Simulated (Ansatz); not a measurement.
Total energies of C₃H₁₀B₂, SMILES `CBCBC`.

Z-matrix (Å, degrees):
```
C
B 1 1.558
H 1 1.092 2 115.3
H 1 1.099 2 108.2 3 121.2
H 1 1.096 2 111.0 3 -124.7
C 2 1.562 1 123.1 3 -4.7
H 2 1.203 1 118.2 3 174.2
B 6 1.562 2 105.9 1 82.8
H 6 1.092 2 111.8 1 -155.8
H 6 1.097 2 107.7 1 -32.2
C 8 1.557 6 123.5 2 102.1
H 8 1.203 6 118.2 2 -77.4
H 11 1.092 8 115.2 6 -9.0
H 11 1.100 8 107.4 6 111.0
H 11 1.095 8 111.9 6 -134.8
```

The species carries charge 0 and has multiplicity 1. The structure was optimised at the PBE0-D4/def2-TZVP level. It is one conformer, not always the lowest. Basis def2-TZVPP, Ansatz.

RPA on PBE orbitals: Hartree–Fock energy of these orbitals -168.81321 Eh, correlation -1.29390 Eh (frozen core).

| functional | energy without D4 (Eh) | D4 term (kJ/mol) |
| --- | --- | --- |
| revPBE | -170.03893 | -80.5 |
| BLYP | -169.98510 | -54.0 |

Q: Give the same for LDA (SPW92), PBE, r2SCAN, B97M-V, PBE0, B3LYP, r2SCANh, r2SCAN0, HSE06 (plane-wave form), BHLYP, CAM-B3LYP, LC-ωPBE, ωB97X-V, ωB97M-V, B2PLYP, PBE-QIDH. (Estimate.)

A: Computed: 
| functional | energy without D4 (Eh) | D4 term (kJ/mol) |
| --- | --- | --- |
| LDA (SPW92) | -168.35020 | – |
| PBE | -169.82401 | -24.5 |
| r2SCAN | -169.98031 | -6.5 |
| B97M-V | -170.12641 | – |
| PBE0 | -169.86812 | -20.7 |
| B3LYP | -170.11884 | -38.9 |
| r2SCANh | -169.97680 | -6.8 |
| r2SCAN0 | -169.97241 | -7.4 |
| HSE06 (plane-wave form) | -169.85602 | -19.2 |
| BHLYP | -169.99532 | -27.6 |
| CAM-B3LYP | -169.98618 | -20.8 |
| LC-ωPBE | -169.98027 | – |
| ωB97X-V | -170.05189 | – |
| ωB97M-V | -169.98579 | – |
| B2PLYP | -169.91983 | – |
| PBE-QIDH | -169.84435 | – |

B3LYP takes the VWN-RPA correlation (the form of Gaussian; ORCA's B3LYP/G). HSE06 is the plane-wave form, built on full-range PBE exchange. The double hybrids freeze the cores in their second-order part.

LC-ωPBE has ω = 0.4 bohr⁻¹.
